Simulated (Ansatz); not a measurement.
Reaction (ligand exchange at the Si–C bond): `O/C([SiH3])=C/[SiH3]` + `OBCl` → `[SiH3]OBCl` + `O/C=C/[SiH3]`

Computed with Ansatz on PBE0-D4/def2-TZVP structures; ΔE is electronic, products minus reactants. CBS: MP2 limit from def2 TZ/QZ plus the TZ coupled-cluster correction, frozen cores. This one scheme is used for every species. Double bonds are as drawn, so ΔE can hold a change between cis and trans. DFT in def2-TZVPP. B3LYP here is the variant with VWN-RPA as its local correlation; programs differ in this. Each species was taken in one conformer, which may not be the lowest.

```
             level  ΔE (kcal/mol)  difference from CCSD(T)/CBS
          B3LYP-D4          -24.0                          0.1
        r2SCAN0-D4          -24.4                         -0.3
           ωB97M-V          -23.8                          0.3
              BLYP          -24.1                          0.0
            r2SCAN          -23.8                          0.3
             B3LYP          -25.3                         -1.2
RPA@PBE/def2-TZVPP          -24.0                          0.1
     HF/def2-TZVPP          -30.7                         -6.6
     HF/def2-QZVPP          -31.1                         -7.0
    MP2/def2-QZVPP          -24.8                         -0.7
       CCSD(T)/CBS          -24.1                            0
```

Largest T1 diagnostic among the species: 0.013.

From BLYP to BHLYP (50 % exact exchange), in def2-TZVPP and without D4, ΔE moves by −3.2 kcal/mol. Leaving LDA and LC-ωPBE aside and taking each functional with its dispersion term where it has one, the values, not all of them listed here, spread over 6.5 kcal/mol, from BHLYP-D4 to revPBE-D4. LDA lies +1.0 kcal/mol from PBE without D4.
